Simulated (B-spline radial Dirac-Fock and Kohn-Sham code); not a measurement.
# What relativity does to the binding energies of Ga⁵⁺

System: gallium as Ga⁵⁺, configuration 1s2 2s2 2p6 3s2 3p6 3d8.

Both columns are ΔSCF binding energies of the configuration average from a B-spline atomic structure program: non-relativistic Hartree-Fock with a point nucleus, and Dirac-Fock with a finite nucleus and the Coulomb interaction alone, averaged over the two j levels with weights 2j+1.

```
shell  Hartree-Fock (eV)  Dirac-Fock (eV)  shift (eV)  shift (%)
   1s            10354.2          10491.9     +137.72      +1.33
   2s             1381.4           1411.9      +30.53      +2.21
   2p             1225.0           1231.9       +6.84      +0.56
   3s              254.4            259.7       +5.26      +2.07
   3p              201.7            203.0       +1.31      +0.65
   3d              113.6            113.0       -0.67      -0.59
```

Relativity binds 1s, 2s, 2p, 3s, 3p more strongly, among those listed most of all 2s in relative terms, and 3d more weakly, because the contracted s and p shells screen the nucleus better.

Values without a named source are computed, but for edge energies of neutral atoms, which are taken from tables.
